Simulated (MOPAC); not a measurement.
Input for MOPAC: PM7 on HfCl, 2S+1 = 2, a spin state set in the input, which need not be the lowest, a point of a bond scan (R = 2.199 Å).

```
PM7 1SCF PRECISE CHARGE=0 UHF MS=0.5 THREADS=1
ClHf

Hf     0.00000000 1     0.00000000 1     0.00000000 1
Cl     0.00000000 1     0.00000000 1     2.19909800 1
```

It printed:

```
*******************************************************************************
 **                                                                           **
 **                              MOPAC v23.2.5                                **
 **                                                                           **
 *******************************************************************************
 ** MOPAC's Digital Object Identifier: https://doi.org/10.5281/zenodo.6511958 **
 **                                                                           **
 ** Please cite the open-source release paper for use of this MOPAC version:  **
 ** J. E. Moussa and J. J. P. Stewart (2026)                                  **
 ** MOPAC: An open-source semiempirical molecular orbital program             **
 ** J. Open Source Softw., 11(119), 8025, https://doi.org/10.21105/joss.08025 **
 *******************************************************************************

                              PM7 CALCULATION RESULTS

 *******************************************************************************
 *  PM7        - The PM7 Hamiltonian to be used
 *  UHF        - UNRESTRICTED HARTREE-FOCK CALCULATION
 *
 *
 *
 *                 CHARGE ON SYSTEM = 0
 *
 *
 *
 *  MS=        - IN MECI, MAGNETIC COMPONENT OF SPIN =  0.5
 *  PRECISE    - TIGHTER CRITERIA TO BE USED
 *  1SCF       - DO 1 SCF AND THEN STOP
 *  THREADS=1  - MULTI-THREADING NOT USED
 *  T=         - A TIME OF 172800.0 SECONDS REQUESTED
 *  DUMP=N     - RESTART FILE WRITTEN EVERY 7200.0 SECONDS REQUESTED
 *******************************************************************************
PM7 1SCF PRECISE CHARGE=0 UHF MS=0.5 THREADS=1
 ClHf

   ATOM   CHEMICAL          X               Y               Z
  NUMBER   SYMBOL      (ANGSTROMS)     (ANGSTROMS)     (ANGSTROMS)

     1      Hf          0.00000000  *   0.00000000  *   0.00000000  *
     2      Cl          0.00000000  *   0.00000000  *   2.19909800  *



          CARTESIAN COORDINATES

    NO.       ATOM           X           Y           Z

     1        Hf          0.0000      0.0000      0.0000
     2        Cl          0.0000      0.0000      2.1991

 General Reference for PM7:
 "Optimization of Parameters for Semiempirical Methods VI: More Modifications to the
 NDDO Approximations and Re-optimization of Parameters", J. J. P. Stewart, J. Mol. Mod., 1:32, 19 (2013)
 https://link.springer.com/article/10.1007/s00894-012-1667-x

           Empirical Formula: Hf Cl  =     2 atoms



      MOLECULAR POINT GROUP   :   C*v


          UHF CALCULATION, NO. OF ALPHA ELECTRONS =    6
                           NO. OF BETA  ELECTRONS =    5

 -------------------------------------------------------------------------------
 PM7 1SCF PRECISE CHARGE=0 UHF MS=0.5 THREADS=1
 ClHf



     1SCF WAS SPECIFIED, SO BFGS WAS NOT USED
     SCF FIELD WAS ACHIEVED


                              PM7 CALCULATION
                                                       MOPAC v23.2.5 Linux




          FINAL HEAT OF FORMATION =         19.34969 KCAL/MOL =      80.95911 KJ/MOL


          COSMO AREA              =        100.86 SQUARE ANGSTROMS
          COSMO VOLUME            =         90.18 CUBIC ANGSTROMS

          IONIZATION POTENTIAL    =         10.172993 EV
          ALPHA SOMO LUMO (EV)    =        -11.354  1.342
          BETA  SOMO LUMO (EV)    =        -10.173 -2.124
          NO. OF ALPHA ELECTRONS  =          6
          NO. OF BETA  ELECTRONS  =          5
          MOLECULAR WEIGHT        =        213.9430         POINT GROUP:  C*v

          MOLECULAR DIMENSIONS (Angstroms)

            Atom       Atom       Distance
           Cl     2   Hf     1     2.19910
           Cl     2   Hf     1     0.00000
           Hf     1   Cl     2     0.00000


          SCF CALCULATIONS        =          1





   ATOM   CHEMICAL          X               Y               Z
  NUMBER   SYMBOL      (ANGSTROMS)     (ANGSTROMS)     (ANGSTROMS)

     1      Hf          0.00000000  *   0.00000000  *   0.00000000  *
     2      Cl          0.00000000  *   0.00000000  *   2.19909800  *

                             CARTESIAN COORDINATES

   1   Hf        0.000000000     0.000000000     0.000000000
   2   Cl        0.000000000     0.000000000     2.199098000


           Empirical Formula: Hf Cl  =     2 atoms



      MOLECULAR POINT GROUP   :   C*v


          ALPHA EIGENVALUES
 -26.01446 -15.82696 -12.39475 -12.39449 -11.67278 -11.35364   1.34191   1.34434
   1.97569   2.86330  34.73355  34.73895  35.78602  68.99333  69.00709  69.11684
  69.45993  69.46022


           BETA EIGENVALUES
 -25.88432 -14.16048 -12.35802 -12.35791 -10.17299  -2.12423   2.07190   2.07272
   3.00859   4.04378  37.82521  37.98643  37.99120  68.97266  68.98679  69.17111
  69.53579  69.53600


              NET ATOMIC CHARGES AND DIPOLE CONTRIBUTIONS

  ATOM NO.   TYPE          CHARGE      No. of ELECS.   s-Pop       p-Pop       d-Pop
    1         Hf           0.054462        3.9455     1.11679     0.02820     2.80054
    2         Cl          -0.054462        7.0545     1.96579     5.08710     0.00156
 DIPOLE           X         Y         Z       TOTAL
 POINT-CHG.     0.000     0.000    -0.575     0.575
 HYBRID         0.000     0.000    -1.230     1.230
 SUM            0.000     0.000    -1.805     1.805


          ATOMIC ORBITAL ELECTRON POPULATIONS

     Atom    s        px        py        pz      x^2-y^2     xz        z^2       yz        xy
    1 Hf   1.11679   0.00155   0.00155   0.02511   0.99969   0.21793   0.36518   0.21803   0.99970
    2 Cl   1.96579   1.78017   1.78007   1.52687   0.00031   0.00035   0.00025   0.00035   0.00030


                    (SZ)    =    0.500000
                    (S**2)  =    1.753273


          ATOMIC ORBITAL SPIN POPULATIONS

    Atom   Total    s     px     py     pz   x^2-y^2  xz     z^2    yz     xy
         Atomic
    1 Hf  0.9831  0.877  0.000  0.000  0.001 -1.000  0.018  0.070  0.018  1.000
    2 Cl  0.0169  0.000 -0.018 -0.018  0.052 -0.000  0.000  0.000  0.000  0.000

 **********************
 *                    *
 * JOB ENDED NORMALLY *
 *                    *
 **********************




 == MOPAC DONE ==
```

The run finished. Its determinant has ⟨S²⟩ = 1.75, a mixture of spin states.

Cost: roughly 0.03 core-seconds.
